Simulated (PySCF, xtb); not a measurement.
trimethylboroxine (C3H9B3O3), SMILES CB1OB(C)OB(C)O1. Atoms are numbered in the order given.

```xyz
18

C     -1.8812    -2.2653    -0.1490
B     -0.8827    -1.0651    -0.0853
O      0.4706    -1.2778     0.0522
B      1.3623    -0.2311     0.1439
C      2.8936    -0.5108     0.2826
O      0.8692     1.0533     0.0942
B     -0.4779     1.3059    -0.0480
C     -1.0129     2.7710    -0.1418
O     -1.3382     0.2341    -0.1352
H     -1.4120    -3.1747    -0.5497
H     -2.7835    -2.0219    -0.7277
H     -2.2138    -2.5000     0.8777
H      3.2729    -0.9312    -0.6645
H      3.0849    -1.2746     1.0521
H      3.4713     0.3943     0.5119
H     -2.0384     2.8613     0.2435
H     -0.3548     3.4870     0.3698
H     -1.0448     3.0654    -1.2058
```
Charge 0, spin multiplicity 1.

The structure is a stationary point at PBE0-D3(BJ)/def2-SVP.

Method: C-PCM-ωB97X/def2-SVP in PySCF 2.14.0.

The values are the electrostatic part of the solvation free energy, E(continuum) − E(gas) at the gas-phase geometry, in a cavity of scaled van der Waals radii (PySCF's table); cavitation and dispersion terms are not included. In vacuum the orbital gap is 14.18 eV. The dipole moment in vacuum is 0.07 D.

**Question.** Estimate the values in water (ε = 78.36), acetone (ε = 20.49), 2-propanol (ε = 19.26). (The exact figures need the calculation; the answer reports its results.)

**Answer.** 
```csv
solvent,ε,ΔG(elec) (kcal/mol),dipole (D),gap (eV)
water,78.36,-3.3,0.10,14.27
acetone,20.49,-3.2,0.10,14.26
2-propanol,19.26,-3.2,0.10,14.26
```

For comparison, GFN2-xTB/ALPB(water) (xtb, at the GFN2-xTB geometry, all terms of that model) gives -0.7 kcal/mol.
